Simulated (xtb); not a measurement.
C3H12Si3, charge +1, doublet, from a rough starting geometry (a state made from the parent by changing its charge; the spin is typed, not shown lowest); GFN2-xTB run with xtb.

xtb was given this input:
```
$ xtb mol.xyz --gfn 2 --chrg 1 --uhf 1 --opt vtight --json

# file mol.xyz
18

C     -0.73287666     1.28634743    -1.03924091
Si     1.04305027     1.44536335    -0.39963655
C      1.80696423    -0.33808991    -0.12821708
Si     0.71266146    -1.41982250     0.95380107
C     -1.04204542    -1.44824107     0.29233633
Si    -1.88425079     0.26256436     0.13257716
H     -0.70312094     0.89050669    -2.04727226
H     -1.15988798     2.32504541    -1.08424708
H      1.86960816     2.27717460    -1.32860248
H      1.14619822     2.14609651     0.89706448
H      1.86579373    -0.76345050    -1.19670704
H      2.80703922    -0.20820779     0.18814073
H      1.33459254    -2.73195877     1.03909579
H      0.76799831    -0.83716983     2.38931222
H     -1.65356835    -2.04176235     0.96462931
H     -1.04433386    -1.95894039    -0.61536281
H     -1.94059230     0.89026601     1.46678607
H     -3.15924244     0.11844809    -0.46696970
```

### Question
Write the output that xtb gives for this input, abridged.

### Answer

```
   ID    Z sym.   atoms
    1    6 C      1, 3, 5
    2   14 Si     2, 4, 6
    3    1 H      7-18

           -------------------------------------------------
          |                Calculation Setup                |
           -------------------------------------------------

           -------------------------------------------------
          |                 G F N 2 - x T B                 |
           -------------------------------------------------

          ...................................................
          :                      SETUP                      :
          :.................................................:
          :  # basis functions                  54          :
          :  # atomic orbitals                  51          :
          :  # shells                           27          :
          :  # electrons                        35          :
          :  max. iterations                   250          :
          :  Hamiltonian                  GFN2-xTB          :
          :  restarted?                      false          :
          :  GBSA solvation                  false          :
          :  PC potential                    false          :
          :  electronic temp.          300.0000000     K    :
          :  accuracy                    1.0000000          :
          :  -> integral cutoff          0.2500000E+02      :
          :  -> integral neglect         0.1000000E-07      :
          :  -> SCF convergence          0.1000000E-05 Eh   :
          :  -> wf. convergence          0.1000000E-03 e    :
          :  Broyden damping             0.4000000          :
          :  net charge                          1          :
          :  unpaired electrons                  1          :
          ...................................................

 iter      E             dE          RMSdq      gap      omega  full diag
   1    -17.2341475 -0.172341E+02  0.667E+00    6.26       0.0  T
   2    -17.3869228 -0.152775E+00  0.302E+00    5.00       1.0  T
   3    -17.3183704  0.685523E-01  0.412E+00    4.40       1.0  T
   4    -17.4181469 -0.997765E-01  0.218E+00    5.20       1.0  T
   5    -17.4469560 -0.288091E-01  0.130E+00    5.32       1.0  T
   6    -17.4229996  0.239564E-01  0.142E+00    5.30       1.0  T
   7    -17.4418784 -0.188788E-01  0.110E+00    5.29       1.0  T
   8    -17.4316314  0.102470E-01  0.102E+00    5.35       1.0  T
   9    -17.4479866 -0.163552E-01  0.546E-01    5.28       1.0  T
  10    -17.4514906 -0.350402E-02  0.229E-01    5.31       1.0  T
  11    -17.4519741 -0.483425E-03  0.132E-01    5.32       1.0  T
  12    -17.4519828 -0.873595E-05  0.921E-02    5.32       1.0  T
  13    -17.4520515 -0.687167E-04  0.574E-02    5.32       1.0  T
  14    -17.4520591 -0.753792E-05  0.426E-02    5.32       1.0  T
  15    -17.4520626 -0.355157E-05  0.284E-02    5.32       1.0  T
  16    -17.4520686 -0.595005E-05  0.108E-02    5.32       2.2  T
  17    -17.4520694 -0.798179E-06  0.499E-03    5.32       4.7  T
  18    -17.4520695 -0.165454E-06  0.167E-03    5.32      14.1  T
  19    -17.4520696 -0.257560E-07  0.571E-04    5.32      41.3  T
  20    -17.4520696 -0.178702E-08  0.379E-04    5.32      62.2  T

   *** convergence criteria satisfied after 20 iterations ***

         :::::::::::::::::::::::::::::::::::::::::::::::::::::
         ::                     SUMMARY                     ::
         :::::::::::::::::::::::::::::::::::::::::::::::::::::
         :: total energy             -17.227560762315 Eh    ::
         :: gradient norm              0.100529438898 Eh/a0 ::
         :: HOMO-LUMO gap              5.318104790195 eV    ::
         ::.................................................::
         :: SCC energy               -17.451996966180 Eh    ::
         :: -> isotropic ES            0.114166398231 Eh    ::
         :: -> anisotropic ES         -0.004668089683 Eh    ::
         :: -> anisotropic XC          0.008182258000 Eh    ::
         :: -> dispersion             -0.013525161159 Eh    ::
         :: repulsion energy           0.224436203865 Eh    ::
         :: add. restraining           0.000000000000 Eh    ::
         :: total charge               1.000000000001 e     ::
         :::::::::::::::::::::::::::::::::::::::::::::::::::::

      -----------------------------------------------------------
     |                   =====================                   |
     |                        A N C O P T                        |
     |                   =====================                   |
     |               Approximate Normal Coordinate               |
     |                Rational Function Optimizer                |
      -----------------------------------------------------------
      -----------------------------------------------------------
     |                   =====================                   |
     |                        A N C O P T                        |
     |                   =====================                   |
     |               Approximate Normal Coordinate               |
     |                Rational Function Optimizer                |
      -----------------------------------------------------------

          ...................................................
          :                      SETUP                      :
          :.................................................:
          :   optimization level         verytight          :
          :   max. optcycles                   360          :
          :   ANC micro-cycles                  20          :
          :   degrees of freedom                48          :
          :.................................................:
          :   RF solver                   davidson          :
          :   write xtbopt.log                true          :
          :   linear?                        false          :
          :   energy convergence         0.1000000E-06 Eh   :
[...]
 * total energy  :   -17.2432274 Eh     change       -0.4660834E-04 Eh
 * total energy  :   -17.2432504 Eh     change       -0.2301233E-04 Eh
 * total energy  :   -17.2432693 Eh     change       -0.1889590E-04 Eh
 * total energy  :   -17.2432826 Eh     change       -0.1325637E-04 Eh
 * total energy  :   -17.2432928 Eh     change       -0.1016914E-04 Eh
 * total energy  :   -17.2432970 Eh     change       -0.4268450E-05 Eh
 * total energy  :   -17.2432985 Eh     change       -0.1490406E-05 Eh
 * total energy  :   -17.2432996 Eh     change       -0.1093084E-05 Eh
 * total energy  :   -17.2433008 Eh     change       -0.1174218E-05 Eh
 * total energy  :   -17.2433011 Eh     change       -0.3342369E-06 Eh
 * total energy  :   -17.2433013 Eh     change       -0.1564669E-06 Eh
 * total energy  :   -17.2433013 Eh     change       -0.6153856E-07 Eh
   *** GEOMETRY OPTIMIZATION CONVERGED AFTER 20 ITERATIONS ***
         :: total energy             -17.243301343345 Eh    ::
[...]
      -------------------------------------------------------------
         1        2.0000           -0.9262984             -25.2059
       ...           ...                  ...                  ...
         6        2.0000           -0.6875038             -18.7079
         7        2.0000           -0.6320857             -17.1999
         8        2.0000           -0.6238875             -16.9768
         9        2.0000           -0.6218927             -16.9226
        10        2.0000           -0.6004962             -16.3403
        11        2.0000           -0.5874232             -15.9846
        12        2.0000           -0.5853164             -15.9273
        13        2.0000           -0.5743908             -15.6300
        14        2.0000           -0.5728829             -15.5889
        15        2.0000           -0.5719861             -15.5645
        16        2.0000           -0.5596564             -15.2290
        17        1.9974           -0.5542649             -15.0823
        18        1.0026           -0.5429415             -14.7742 (HOMO)
        19                         -0.3550679              -9.6619 (LUMO)
        20                         -0.3529383              -9.6039
        21                         -0.3423563              -9.3160
        22                         -0.3340841              -9.0909
        23                         -0.3211872              -8.7399
        24                         -0.3136806              -8.5357
        25                         -0.3095012              -8.4220
        26                         -0.2926387              -7.9631
        27                         -0.2921920              -7.9510
        28                         -0.2309306              -6.2839
        29                         -0.2240244              -6.0960
       ...                                ...                  ...
        51                          0.6777610              18.4428
      -------------------------------------------------------------
                  HL-Gap            0.1878736 Eh            5.1123 eV
             Fermi-level           -0.4988031 Eh          -13.5731 eV

     #   Z          covCN         q      C6AA      α(0)
     1   6 C        3.592    -0.257    26.481     7.454
     2  14 Si       3.659     0.493    97.622    18.939
     3   6 C        3.589    -0.244    26.222     7.422
     4  14 Si       3.659     0.493    97.622    18.939
     5   6 C        3.592    -0.257    26.481     7.454
     6  14 Si       3.636     0.514    97.322    18.922
     7   1 H        0.925     0.071     2.080     2.255
     8   1 H        0.925     0.063     2.164     2.301
     9   1 H        0.915     0.005     2.974     2.697
    10   1 H        0.919    -0.040     3.862     3.073
    11   1 H        0.925     0.071     2.078     2.254
    12   1 H        0.925     0.066     2.131     2.283
    13   1 H        0.915     0.005     2.973     2.697
    14   1 H        0.919    -0.040     3.862     3.074
    15   1 H        0.925     0.063     2.164     2.301
    16   1 H        0.925     0.071     2.080     2.255
    17   1 H        0.919    -0.046     4.003     3.129
    18   1 H        0.919    -0.029     3.614     2.973

 Mol. C6AA /au·bohr⁶  :       4164.266907
 Mol. C8AA /au·bohr⁸  :     159853.670617
 Mol. α(0) /au        :        110.422238

Wiberg/Mayer (AO) data.
largest (>0.10) Wiberg bond orders for each atom

 ---------------------------------------------------------------------------
     #   Z sym  total        # sym  WBO       # sym  WBO       # sym  WBO
 ---------------------------------------------------------------------------
     1   6 C    3.946 --     7 H    0.968     8 H    0.966     2 Si   0.946
                             6 Si   0.765
     2  14 Si   3.578 --     1 C    0.946    10 H    0.884     3 C    0.801
                             9 H    0.799
     3   6 C    3.902 --    12 H    0.979    11 H    0.974     4 Si   0.801
                             2 Si   0.801
     4  14 Si   3.578 --     5 C    0.946    14 H    0.884     3 C    0.801
                            13 H    0.799
     5   6 C    3.946 --    16 H    0.968    15 H    0.966     4 Si   0.946
                             6 Si   0.765
     6  14 Si   3.511 --    17 H    0.894    18 H    0.888     5 C    0.765
                             1 C    0.765
     7   1 H    0.995 --     1 C    0.968
     8   1 H    0.994 --     1 C    0.966
     9   1 H    0.990 --     2 Si   0.799
    10   1 H    0.998 --     2 Si   0.884
    11   1 H    0.995 --     3 C    0.974
    12   1 H    0.996 --     3 C    0.979
    13   1 H    0.990 --     4 Si   0.799
    14   1 H    0.998 --     4 Si   0.884
    15   1 H    0.994 --     5 C    0.966
    16   1 H    0.995 --     5 C    0.968
    17   1 H    0.998 --     6 Si   0.894
    18   1 H    0.998 --     6 Si   0.888
 ---------------------------------------------------------------------------

Topologies differ in total number of bonds
Writing topology from bond orders to xtbtopo.mol

molecular dipole:
                 x           y           z       tot (Debye)
 q only:        0.081       0.115       0.285
   full:        0.109       0.000       0.051       0.307
molecular quadrupole (traceless):
                xx          xy          yy          xz          yz          zz
 q only:        3.594      -0.107       1.829      -0.302      -4.422      -5.423
  q+dip:        3.496      -0.183       0.445       0.043      -2.694      -3.940
   full:        3.506       0.086       2.369      -0.119      -5.065      -5.875

optimized geometry written to: xtbopt.xyz

           -------------------------------------------------
          | TOTAL ENERGY              -17.243301343345 Eh   |
          | GRADIENT NORM               0.000064826910 Eh/α |
          | HOMO-LUMO GAP               5.112300759292 eV   |
           -------------------------------------------------
```
